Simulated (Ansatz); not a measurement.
Geometry optimisation, RKS PBE/6-31G* (Ansatz).

The input (input.yaml):

```yaml
crystal:
  periodic: [false, false, false]
  atoms:
    - { symbol: C, position_ang: [-1.6965, 0.6042, 0.1907] }
    - { symbol: C, position_ang: [-0.2843, 0.1347, -0.0899] }
    - { symbol: C, position_ang: [0.11156, -0.72072, -1.03498] }
    - { symbol: Si, position_ang: [1.87705, -0.54561, -0.44699] }
    - { symbol: O, position_ang: [0.8553, 0.4731, 0.49174] }
    - { symbol: H, position_ang: [-1.7453, 1.3876, 0.9985] }
    - { symbol: H, position_ang: [-2.1138, 1.1357, -0.7143] }
    - { symbol: H, position_ang: [-2.3549, -0.1745, 0.4348] }
    - { symbol: H, position_ang: [-0.40243, -1.3649, -1.80661] }
    - { symbol: H, position_ang: [2.4039, -1.64635, 0.29165] }
    - { symbol: H, position_ang: [2.68182, 0.28593, -1.35763] }
basis:
  gaussian: { orbitals: "6-31G*" }
hamiltonian:
  xc: pbe
relax:
  f_tol: 0.015
  max_steps: 40
output:
  orbitals: {}
```

Launched with:

```bash
$ ansatz run input.yaml --threads 1 --pin off --max-ram 2048MiB --backend cpu --events-out ev --progress --plain --runs-dir out
```

Question: Where does it end, and by what steps?

Answer: The forces met the threshold. After 7 steps the energy has fallen by 0.999 eV; H6 moved furthest, 0.19 Å.

```
step  energy less start (eV)  largest force component (eV/Å)  accepted
   0                  0.0000                           4.585       yes
   1                 -0.8553                           1.425       yes
   2                 -0.9788                           0.573       yes
   3                 -0.9882                           0.337       yes
   4                 -0.9984                           0.104       yes
   5                 -0.9991                           0.036       yes
   6                 -0.9993                           0.019       yes
   7                 -0.9993                           0.010       yes
```

```xyz
11
Properties=species:S:1:pos:R:3
C -1.665 0.630 0.176
C -0.326 0.070 -0.198
C 0.086 -0.834 -1.140
Si 1.761 -0.511 -0.465
O 0.773 0.539 0.540
H -1.560 1.340 1.010
H -2.122 1.154 -0.681
H -2.355 -0.176 0.478
H -0.514 -1.375 -1.868
H 2.482 -1.541 0.354
H 2.773 0.272 -1.249
```

Whether the end is a true minimum wasn't checked by a vibrational analysis.

Time of the run: 30 s on 1 thread of Arm Neoverse V2, on a shared host, peak memory 0.12 GiB.
